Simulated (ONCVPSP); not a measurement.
## V (Z = 23): variants of one ONCV potential

Base potential:

- Element: V
- Generator: ONCVPSP 4.0.1
- Type: optimised norm-conserving Vanderbilt (ONCV)
- Functional: PBE
- Relativity: fully relativistic
- Frozen core: [Ne]
- Valence charge: 13
- Reference configuration: 3s2 3p6 3d3 (charge +2)
- Partial waves: 3s: rc 1.50 bohr, ncon 5, nbas 8, qcut 10.3 1/bohr, 2 projectors, debl 3.2 Ha; 3p: rc 1.50 bohr, ncon 4, nbas 8, qcut 8.2 1/bohr, 2 projectors, debl 1.3 Ha; 3d: rc 2.30 bohr, ncon 5, nbas 10, qcut 6.3 1/bohr, 2 projectors, debl 2.8 Ha
- Local potential: polynomial inside 1.15 bohr (lpopt 5, dvloc0 0 Ha)
- Core correction: Teter function, fcfact 4, rcfact 1.05

Open shells are filled in proportion to 2j + 1.

In the p channel the program set the typed energies aside and used -2.216, 0.250 Ha (j = l + 1/2; the other j can differ).

Cutoffs, loose and tight: the cutoffs (Ha) at which the residual kinetic energy of the hardest occupied pseudo-wave falls to 1 and 0.1 mHa per electron. They do not see the model core or the augmentation charge, which bear on the density cutoff. Test errors are all-electron minus pseudo excitation energies from the reference, over the configurations 3s2 3p6 3d3 4s2; 3s2 3p6 3d3 4s1; 3s2 3p6 3d2; 3s2 3p6 3d3 4p1. A dash means not determined; rows that change the core or the reference have their own tests.

```tsv
change	outcome	cutoff, loose	cutoff, tight	bound ghosts	GHOST(+) flags above zero	largest test error (meV)
base	generated, projector energies reset by the program	35 Ha	41 Ha	none	none	+288
d: qcut 3.9	generated, projector energies reset by the program	72 Ha	78 Ha	none	none	+620
d: qcut 5.4	generated, projector energies reset by the program	35 Ha	69 Ha	none	none	+381
d: qcut 6	generated, projector energies reset by the program	35 Ha	46 Ha	none	none	+318
d: qcut 7.1	generated, projector energies reset by the program	35 Ha	41 Ha	none	none	+234
d: qcut 7.8	generated, projector energies reset by the program	35 Ha	41 Ha	none	none	+199
d: qcut 8.5	generated, projector energies reset by the program	35 Ha	41 Ha	none	none	+172
```

**Question.** What comes out with this change to the base: d: qcut 4.8?

**Answer.** outcome: generated, projector energies reset by the program; cutoff, loose: 64 Ha; cutoff, tight: 74 Ha; bound ghosts: none; GHOST(+) flags above zero: none; largest test error (meV): +463.

**Question.** What comes out with this change to the base: d: qcut 9.3?

**Answer.** outcome: generated, projector energies reset by the program; cutoff, loose: 35 Ha; cutoff, tight: 41 Ha; bound ghosts: none; GHOST(+) flags above zero: none; largest test error (meV): +152.

Reading the sweep of the qcut of the d channel (base included, trends over the rows without a ghost): The loose cutoff falls from 72 Ha at 3.9 to 35 Ha at 9.3 1/bohr. The median size of the test errors (rows with all tests solved) is not monotonic: lowest 1.0 meV at 7.1 1/bohr, highest 21.9 meV at 3.9 1/bohr.
